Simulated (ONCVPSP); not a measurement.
# cobalt: one change to an ONCV potential, before and after

| Quantity | Value |
| --- | --- |
| Element | Co |
| Generator | ONCVPSP 4.0.1 |
| Type | optimised norm-conserving Vanderbilt (ONCV) |
| Functional | PBE |
| Relativity | scalar-relativistic |
| Frozen core | [Ne] |
| Valence charge | 17 |
| Reference configuration | 3s2 3p6 3d7 4s1 (charge +1) |
| Partial waves | 3s+4s: rc 1.15 bohr, ncon 4, nbas 9, qcut 10 1/bohr, 2 projectors; 3p: rc 1.20 bohr, ncon 5, nbas 8, qcut 12.7 1/bohr, 2 projectors, debl 3.1 Ha; 3d: rc 1.75 bohr, ncon 4, nbas 9, qcut 7.4 1/bohr, 1 projector |
| Local potential | polynomial inside 0.85 bohr (lpopt 5, dvloc0 0 Ha) |
| Core correction | polynomial model core, fcfact 0.7 |

All-electron outer shells of the reference configuration (PBE, scalar-relativistic, ld1.x):

| shell | level (eV) | outermost node (bohr) | outermost maximum (bohr) |
| --- | --- | --- | --- |
| 2p | -778.64 | – | 0.17 |
| 3s | -111.23 | 0.31 | 0.66 |
| 3p | -74.47 | 0.28 | 0.68 |
| 3d | -16.96 | – | 0.66 |
| 4s | -12.76 | 0.96 | 2.21 |

Change: all radii but the core radius scaled by about 1.08 (s 1.24, p 1.30, d 1.88 bohr); local potential polynomial inside 0.92 bohr (lpopt 5, dvloc0 0 Ha).

Cutoffs: the cutoffs (Ha) at which the residual kinetic energy of the hardest occupied pseudo-wave falls to 1 and 0.1 mHa per electron; they do not see the model core or the augmentation charge, which bear on the density cutoff. Errors are all-electron minus pseudo energies relative to the spin-unpolarised reference configuration.

How do hardness, ghosts and transferability respond?

The potential gets softer (38 Ha and 85 Ha → 36 Ha and 43 Ha); of the 4 tests that both files solve, the error grows in 2 and shrinks in 2 by more than 15 % and 0.3 meV (median size 2.4 → 4.4 meV); neither file shows a bound ghost. A larger radius leaves more room for a smooth pseudo-wave, so fewer plane waves are needed.

```tsv
quantity	base	changed
cutoff, loose	38 Ha	36 Ha
cutoff, tight	85 Ha	43 Ha
loose cutoff by channel	s 38 Ha, p 35 Ha, d 27 Ha	s 35 Ha, p 36 Ha, d 24 Ha
bound ghosts	none	none
GHOST(+) flags under 300 eV	none	none
error for 3s2 3p6 3d7 4s2, meV [ΔE -9.03 eV]	+2.9	+1.9
error for 3s2 3p6 3d7 4s0, meV [ΔE 16.79 eV]	-2.0	-6.8
error for 3s2 3p6 3d6 4s0, meV [ΔE 52.66 eV]	+52	+75
error for 3s2 3p6 3d7 4s1.5, meV [ΔE -5.43 eV]	+0.9	+0.6
rms error of d²Exc/dni dnj with the model core, mHa	1.92	2.51
```
